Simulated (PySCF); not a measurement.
Screening by computed properties: pick the candidate that meets the target.

All species are isolated and taken at one optimised geometry, non-relativistic unless stated; the electronic structure was computed with PySCF and density fitting.

The conformers computed, where there is a choice (atom-mapped SMILES and torsion angles):
- `[CH3:1][CH2:2][CH2:3][AsH:4][SiH3:5]`: C1–C2–C3–As4 58°, C2–C3–As4–Si5 66°
- `[CH3:1][CH:2]([CH3:3])[AsH:4][SiH3:5]`: C1–C2–As4–Si5 -81°
- `[CH3:1][B:2]([CH3:3])[N:4]([SiH3:5])[GeH3:6]`: C1–B2–N4–Si5 178°
- `[CH:1]#[C:2][CH2:3]/[P:4]=[P:5]/[C:6]([CH3:7])([CH3:8])[CH3:9]`: C2–C3–P4–P5 116°, P4–P5–C6–C7 122°

The conformers of `C[N+]1(C)[AlH2-][CH2]C[C@H]1B(O)O` aren't listed.

**Question.** Wanted: electronic spatial extent ⟨r²⟩ about the centre of nuclear charge above 2000 bohr² (CAM-B3LYP/def2-SVPD) and smallest rotational constant below 1.3 GHz (PBE0-D3(BJ)/def2-SVP), at PBE0-D3(BJ)/def2-SVP geometries. Which candidate meets both?
A. `CC(C)[AsH][SiH3]`
B. `CB(C)[N]([SiH3])[GeH3]`
C. `C#CC/P=P/C(C)(C)C`
D. `CCC[AsH][SiH3]`

**Answer.** C. Computed values:
```
               species  electronic spatial extent ⟨r²⟩ about the centre of nuclear charge  smallest rotational constant
      CC(C)[AsH][SiH3]                                                          989 bohr²                     1.421 GHz
        CCC[AsH][SiH3]                                                         1053 bohr²                     1.262 GHz
CB(C)[N]([SiH3])[GeH3]                                                         1359 bohr²                     0.854 GHz
     C#CC/P=P/C(C)(C)C                                                         2273 bohr²                     0.534 GHz
```

**Question.** Wanted: static isotropic polarisability between 101 au and 130 au (CAM-B3LYP/def2-SVPD) and HOMO–LUMO gap below 9.5 eV (CAM-B3LYP/def2-SVPD), at PBE0-D3(BJ)/def2-SVP geometries. Which candidate meets both?
A. `CB(C)[N]([SiH3])[GeH3]`
B. `C#CC/P=P/C(C)(C)C`
C. `CCC[AsH][SiH3]`
D. `C[N+]1(C)[AlH2-][CH2]C[C@H]1B(O)O`

**Answer.** D. Computed values:
```csv
species,static isotropic polarisability,HOMO–LUMO gap
CCC[AsH][SiH3],100.1 au,9.08 eV
CB(C)[N]([SiH3])[GeH3],102.8 au,9.88 eV
C[N+]1(C)[AlH2-][CH2]C[C@H]1B(O)O,114.7 au,8.44 eV
C#CC/P=P/C(C)(C)C,141.1 au,6.87 eV
```

**Question.** Wanted: lowest triplet excitation (Tamm–Dancoff) above 6.1 eV (TDA CAM-B3LYP/def2-SVPD) and lowest singlet excitation above 6 eV (TDDFT CAM-B3LYP/def2-SVPD), at PBE0-D3(BJ)/def2-SVP geometries. Which candidate meets both?
A. `CB(C)[N]([SiH3])[GeH3]`
B. `C[N+]1(C)[AlH2-][CH2]C[C@H]1B(O)O`
C. `CCC[AsH][SiH3]`
D. `C#CC/P=P/C(C)(C)C`

**Answer.** A. Computed values:
```
                          species  lowest triplet excitation (Tamm–Dancoff)  lowest singlet excitation
                C#CC/P=P/C(C)(C)C                                   2.20 eV                    3.25 eV
                   CCC[AsH][SiH3]                                   5.14 eV                    5.92 eV
C[N+]1(C)[AlH2-][CH2]C[C@H]1B(O)O                                   6.01 eV                    6.18 eV
           CB(C)[N]([SiH3])[GeH3]                                   6.25 eV                    6.83 eV
```
